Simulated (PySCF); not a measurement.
Sn(F)3(vinyl) (C₂H₃F₃Sn), SMILES C=[CH][Sn]([F])([F])[F]. Coordinates come from a PBE-D3(BJ)/def2-SVP optimisation. The structure was generated by enumeration; whether it is a known compound was not checked. The def2 effective core potentials stand for the cores of Sn; spin–orbit coupling is left out. One conformer was computed; it need not be the lowest.

Question: Give the equilibrium geometry at PBE-D3(BJ)/def2-SVP (PySCF confirms it by a frequency run) as a Z-matrix, and its point group. (Estimate from the structure and the level; the computed values follow.)

Answer: Several could match; the one computed here: point group Cs.
```
C
C 1 1.3428
H 1 1.1017 2 123.73
H 2 1.1027 1 122.25 3 180.00
H 2 1.1045 4 116.93 1 180.00
Sn 1 2.1282 3 118.79 2 -180.00
F 6 1.9440 1 116.86 3 61.68
F 6 1.9440 7 103.50 1 129.98
F 6 1.9485 7 105.90 8 111.18
```
